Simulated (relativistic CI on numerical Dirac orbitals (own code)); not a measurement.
Computed by Dirac-Coulomb-Breit CI, separate exchange-only KLI orbitals for each configuration, model QED (radiative potential, 1s self-energy scaled to tabulated hydrogen-like ionisation energies), unscaled Slater integrals (own radial code, finite nucleus).

Configuration list (outside the closed core 1s2): 2s²2p, 2s2p², 2p³, 2p²3s, 2p²3p, 2p²3d, 2s²3s, 2s²3p, 2s²3d, 2s2p3s, 2s2p3p, 2s2p3d, 2s²4s, 2s²4p, 2s²4d, 2s²4f, 2s2p4s, 2s2p4p, 2s2p4d, 2s2p4f, 2s²5s, 2s²5p, 2s²5d, 2s²5f, 2s²5g, 2s3s², 2s3s3p, 2s3s3d, 2s3p², 2s3p3d, 2s2p5s, 2s2p5p, 2p3s², 2s2p5d, 2s2p5f, 2s2p5g. Levels of other configurations are missing.

At this charge energies of transitions that change n are usually good to better than 1 %, and those within a shell (Δn = 0) to a few per cent.

Outline of the computed level scheme of Zr XXXVI. Lowest level of each configuration: 2s²2p ²P°1/2 at 0.00 eV; 2s2p² ⁴P1/2 at 102.71 eV; 2p³ ⁴S°3/2 at 348.03 eV; 2s²3s ²S1/2 at 2654.56 eV; 2s²3p ²P°1/2 at 2692.92 eV; 2s2p3s ⁴P°1/2 at 2729.52 eV; 2s²3d ²D3/2 at 2753.41 eV; 2s2p3p ⁴D1/2 at 2762.29 eV; 2s2p3d ⁴F°3/2 at 2820.34 eV.

Some strong electric-dipole decays among the lowest 44 levels: 2s2p3d ⁴D°1/2 → 2s2p² ⁴P1/2 (1.8e+14 s⁻¹); 2s²3d ²D5/2 → 2s²2p ²P°3/2 (1.2e+14 s⁻¹); 2s²3d ²D3/2 → 2s²2p ²P°1/2 (1.2e+14 s⁻¹); 2s2p3d ⁴D°3/2 → 2s2p² ⁴P1/2 (1.2e+14 s⁻¹); 2s2p3d ⁴F°7/2 → 2s2p² ⁴P5/2 (9.3e+13 s⁻¹); 2s2p3d ²F°5/2 → 2s2p² ²D3/2 (8.7e+13 s⁻¹); 2s2p3d ²D°3/2 → 2s2p² ²P1/2 (7.9e+13 s⁻¹); 2s2p3d ⁴P°5/2 → 2s2p² ⁴P3/2 (6.4e+13 s⁻¹).

LS names give the leading component of a level, which can be under half, so a name can repeat, a term be missing and a line seem to break the LS rules.
